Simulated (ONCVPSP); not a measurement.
magnesium, ONCV: configuration errors across variants

* Element: magnesium (Mg)
* Generator: ONCVPSP 4.0.1
* Type: optimised norm-conserving Vanderbilt (ONCV)
* Functional: LDA (Perdew-Wang 92)
* Relativity: scalar-relativistic
* Frozen core: [He] 2s2
* Valence charge: 8
* Reference configuration: 2p6 3s1 (charge +1)
* Partial waves: 3s: rc 2.45 bohr, ncon 4, nbas 8, qcut 2.5 1/bohr, 2 projectors, debl 1.1 Ha; 2p: rc 0.95 bohr, ncon 4, nbas 8, qcut 16.2 1/bohr, 2 projectors, debl 1.1 Ha; d scattering state at 0.02 Ha: rc 2.10 bohr, ncon 4, nbas 8, qcut 5.4 1/bohr, 2 projectors, debl 0.5 Ha
* Local potential: polynomial inside 0.85 bohr (lpopt 4, dvloc0 1 Ha)
* Core correction: Teter function, fcfact 1.75, rcfact 1.45

In the p channel the program set the typed energies aside and used -2.052, 0.250 Ha.

All-electron excitation energies from the reference (eV): (1) 2p6 3s2 -8.068; (2) 2p6 3s0 15.043; (3) 2p6 3s1.5 -4.879; (4) 2p5 3s2 50.588.

2 further variants failed, have other tests or another functional or relativity, and are left out.

A true bound ghost makes a file unfit for plane-wave use even where its test errors are small: the radial tests pick states by their node count and pass the ghost by.

Errors AE − PS in meV (a dash: test not solved or not reliable):

| change | (1) | (2) | (3) | (4) | bound ghosts | GHOST(+) flags above zero |
| --- | --- | --- | --- | --- | --- | --- |
| base | +1.3 | +3.3 | +0.4 | -297 | none | s |
| p: rc 1.04 | +1.3 | +3.3 | +0.4 | -263 | none | s |
| all radii but the core radius scaled by about 0.87 (s 2.12, p 0.82, d 1.82 bohr); local potential polynomial inside 0.74 bohr (lpopt 4, dvloc0 1 Ha) | +3.8 | +15 | +1.4 | -424 | none | s |
| core correction Teter function, fcfact 1.75, rcfact 1.5 | +1.3 | +3.3 | +0.4 | -297 | none | s |
| s: qcut 3.1; p: qcut 20.1; d: qcut 6.7 | +3.3 | +13 | +1.2 | -482 | none | s |
| core correction none | +1.3 | +3.3 | +0.4 | -294 | none | s |
| local potential polynomial inside 0.85 bohr (lpopt 4, dvloc0 1.5 Ha) | +1.2 | +3.3 | +0.4 | -302 | none | s |
| d: qcut 4.8 | +1.3 | +3.3 | +0.4 | -297 | none | s |
| p: qcut 19.1 | +1.2 | +3.2 | +0.4 | -327 | none | s |

(1) Give the same row for: s: nproj 1.

## Answers

(1) +29, +3.3, +9.4, –; bound ghosts: s; GHOST(+) flags above zero: none.
